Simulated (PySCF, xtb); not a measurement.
ClGe, SMILES [Cl][Ge] (connectivity only; charge and spin as stated), charge +1, multiplicity 1.

Harmonic wavenumbers (cm⁻¹) from GFN2-xTB (xtb) at its own minimum, in rising order: 472.

Question: What does r2SCAN-D4/def2-TZVP in PySCF 2.14.0 give at its own minimum? (Estimate from the structure and the level; the computed values follow.)

Answer: 509. Paired by order, the mean absolute difference is 37 cm⁻¹ and the zero-point energies are 0.7 and 0.7 kcal/mol.
